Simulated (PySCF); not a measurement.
Compound: C4H3O4S (charge -1).
SMILES with atom numbers: `[O:1]=[S:2](=[O:3])([O-:4])[c:5]1[cH:6][cH:7][o:8][cH:9]1` (hydrogens: H10 on C6; H11 on C7; H12 on C9)

Cartesian coordinates in Å at the PBE0-D3(BJ)/def2-SVP level; atoms count from 1:
```xyz
12
C4H3O4S angstrom
O      1.9786   -1.6561    1.0001
S      2.0048   -0.4476    0.1537
O      2.6448    0.7303    0.7728
O      2.3859   -0.6998   -1.2493
C      0.2760    0.0290    0.0432
C     -0.8059   -0.7358   -0.4997
C     -1.9209    0.0317   -0.3503
O     -1.6151    1.2097    0.2417
C     -0.2763    1.1942    0.4748
H     -0.7283   -1.7269   -0.9403
H     -2.9683   -0.1128   -0.6066
H      0.1613    2.0673    0.9494
```

Computed with PBE0-D3(BJ)/def2-SVP geometry optimisation, gas phase (PySCF).

Take the most abundant isotopes and a rigid rotor. 

(1) Give the principal moments of inertia and the rotational constants in GHz.

(2) What kind of rotor is it?

(3) Is it planar, by Δ = Ic − Ia − Ib?

(4) Give the other two planar moments, Paa and Pbb, and the rms extents of the mass along the axes.

(5) Where do the levels up to J = 2 lie, in cm⁻¹?

(6) Predict some low-J microwave lines.

(7) Estimate the classical rotational partition function at 25 K, 200 K and 298.15 K.

Results:

(1) Ia = 152.18, Ib = 487.56, Ic = 541.53 u·Å²; 505379 MHz·u·Å²/I gives 3321, 1037 and 933.2 MHz, that is A = 3.3210, B = 1.0365, C = 0.9332 GHz.

(2) A near-prolate asymmetric top; Ray's κ = -0.913.

(3) Not planar: Δ = Ic − Ia − Ib = -98.21 u·Å². For a rigid frame Δ = −2 Σ m c², so Σ m c² = 49.11 u·Å² lies off the ab plane: 0.00 from hydrogen and 49.11 from heavier atoms. The atom farthest from that plane is 1.26 Å away.

(4) Paa = Σ m a² = (Ib + Ic − Ia)/2 = 438.46 and Pbb = Σ m b² = (Ia + Ic − Ib)/2 = 103.07 u·Å². With the mass M = 146.98 u, the rms extents √(P/M) along a, b and c are 1.73, 0.84, 0.58 Å.

(5) Above 0(0,0):
J = 1: 1(0,1) 0.0657, 1(1,1) 0.1419, 1(1,0) 0.1454
J = 2: 2(0,2) 0.1970, 2(1,2) 0.2699, 2(1,1) 0.2802, 2(2,1) 0.5088, 2(2,0) 0.5089

(6) The dipole components (about the centre of mass, as the species is charged) are |μa| = 6.72 D, |μb| = 0.37 D, |μc| = 0.00 D; the mirror of this Cs structure is the ab plane, so μc vanishes by symmetry (the 0.02 D computed is a residue) and there are no c-type lines. Intensities carry the squares of the components, which stand as 1.00 : 0.00 (a : b). Some lines, for components of 0.1 D or more:

| type | branch | J(Ka,Kc) | MHz | lower level (cm⁻¹) |
| --- | --- | --- | --- | --- |
| a | Q | 3(1,2) ← 3(1,3) | 620 | 0.462 |
| b | R | 4(1,3) ← 3(2,2) | 1378 | 0.706 |
| b | R | 2(0,2) ← 1(1,1) | 1652 | 0.142 |
| b | Q | 3(1,2) ← 3(0,3) | 2661 | 0.394 |
| b | R | 3(0,3) ← 2(1,2) | 3711 | 0.270 |
| a | R | 2(0,2) ← 1(0,1) | 3936 | 0.066 |
| a | R | 3(0,3) ← 2(0,2) | 5896 | 0.197 |
| a | R | 3(2,2) ← 2(2,1) | 5909 | 0.509 |
| b | Q | 2(2,1) ← 2(1,2) | 7163 | 0.270 |
| b | Q | 5(2,4) ← 5(1,5) | 7796 | 1.037 |
| a | R | 4(0,4) ← 3(0,3) | 7845 | 0.394 |
| a | R | 4(3,2) ← 3(3,1) | 7886 | 1.096 |
| a | R | 4(3,1) ← 3(3,0) | 7886 | 1.096 |
| b | R | 5(0,5) ← 4(1,4) | 7920 | 0.717 |
| a | R | 5(4,2) ← 4(4,1) | 9857 | 1.904 |
| a | R | 5(3,3) ← 4(3,2) | 9860 | 1.359 |
| a | R | 5(3,2) ← 4(3,1) | 9862 | 1.359 |
| a | R | 5(1,4) ← 4(1,3) | 10091 | 0.752 |
| b | R | 2(2,1) ← 1(1,0) | 10896 | 0.145 |
| b | R | 4(2,3) ← 3(1,2) | 14577 | 0.482 |
| b | R | 4(2,2) ← 3(1,3) | 15248 | 0.462 |
| b | Q | 5(4,1) ← 5(3,2) | 16341 | 1.688 |
| b | R | 5(2,3) ← 4(1,4) | 17491 | 0.717 |
| b | R | 3(3,1) ← 2(2,0) | 17589 | 0.509 |
| b | R | 4(3,1) ← 3(2,2) | 19569 | 0.706 |
| b | Q | 5(5,0) ← 5(4,1) | 21018 | 2.233 |
| b | R | 4(4,1) ← 3(3,0) | 24232 | 1.096 |

(7) Point group Cs, symmetry number σ = 1; q = (√π/σ)·√((kT/h)³/(ABC)), k/h = 20836.6 MHz/K: 11800 at 25 K, 266000 at 200 K, 484000 at 298.15 K.

PBE0-D3(BJ)/def2-SVP frequencies: not computed here. The geometry's basis has no diffuse functions, a weakness for an anion. These are rigid-rotor constants of the computed structure; measured ground-state constants (B0) also hold zero-point vibration.

On one thread, Arm Neoverse V2, shared host, this took 2.9 min of wall time. These figures are those of the optimisation.
